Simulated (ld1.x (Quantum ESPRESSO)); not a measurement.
## Os: one change to a TM potential, before and after

- Element: Os (Z = 76)
- Generator: ld1.x (Quantum ESPRESSO) 7.5
- Type: norm-conserving Troullier–Martins (Kleinman–Bylander form)
- Functional: LDA (PZ)
- Relativity: scalar-relativistic
- Frozen core: [Kr] 4d10 4f14
- Valence charge: 16
- Reference configuration: 5s2 5p6 5d6 6s0 6p0 (charge +2)
- Partial waves: 5s (bound): rc 1.25 bohr; 5p (bound): rc 1.95 bohr; 5d (bound): rc 1.90 bohr
- Local potential: all-electron potential smoothed inside 1.25 bohr (lloc = -1)
- Core correction: a·sin(br)/r model core inside 0.85 bohr

All-electron outer shells of the reference configuration (LDA (PZ), scalar-relativistic, ld1.x):

```
shell  level (eV)  outermost node (bohr)  outermost maximum (bohr)
   5s     -109.10                   0.51                      0.91
   4f      -69.57                      –                      0.40
   5p      -68.33                   0.55                      1.03
   5d      -23.23                   0.60                      1.34
   6s      -21.18                   1.20                      2.33
   6p      -13.94                   1.41                      2.88
```

Change: all radii but the core radius scaled by about 1.26 (s 1.58, p 2.46, d 2.40 bohr); local potential all-electron potential smoothed inside 1.58 bohr (lloc = -1).

Cutoffs: the cutoffs (Ry, on a coarse ladder) from which the occupation-weighted sum of valence levels, in a spherical-Bessel basis at the reference potential, stays within 10 and 1 mRy of its value at 400 Ry; they do not see the model core or the augmentation charge, which bear on the density cutoff. Errors are all-electron minus pseudo energies relative to the spin-unpolarised reference configuration.

Problem. How do hardness, ghosts and transferability respond?

Solution. The potential gets softer (100 Ry and 180 Ry → 55 Ry and 80 Ry); of the 9 tests that both files solve, the error grows in 1 and shrinks in 7 by more than 15 % and 0.3 meV (median size 1729.5 → 63.6 meV); neither file shows a bound ghost at the reference potential, the only one tested. A larger radius leaves more room for a smooth pseudo-wave, so fewer plane waves are needed.

```csv
quantity,base,changed
"cutoff, loose",100 Ry,55 Ry
"cutoff, tight",180 Ry,80 Ry
loose cutoff by channel (10 mRy a level),"s 90 Ry, p 25 Ry, d 30 Ry","s 35 Ry, p 25 Ry, d 30 Ry"
bound ghosts,none,none
"error for 5s2 5p6 5d6 6s2 6p0, meV [ΔE -27.15 eV]",+2400,-90
"error for 5s2 5p6 5d6 6s1 6p0, meV [ΔE -17.28 eV]",+1572,-49
"error for 5s2 5p6 5d5 6s0 6p0, meV [ΔE 29.16 eV]",-6.2,-6.1
"error for 5s2 5p6 5d5 6s2 6p1, meV [ΔE -21.00 eV]",+3185,-74
"error for 5s2 5p6 5d6 6s1 6p1, meV [ΔE -22.00 eV]",+1542,-23
"error for 5s2 5p5 5d6 6s2 6p0, meV [ΔE 30.01 eV]",+4004,-228
"error for 5s2 5p6 5d6.5 6s1.5 6p0, meV [ΔE -27.07 eV]",+1729,-64
"error for 5s2 5p6 5d6 6s0 6p0 (spin-polarised), meV [ΔE -2.29 eV]",+33,+64
"error for 5s2 5p6 5d6 6s2 6p0 (spin-polarised), meV [ΔE -29.17 eV]",+2376,-32
```

Base: These tests converged, but a pseudo level misses the all-electron one widely, so the file describes the atom poorly there or has found another state: 5s2 5p6 5d5 6s0 6p0: empty 6s by 3.3 eV.
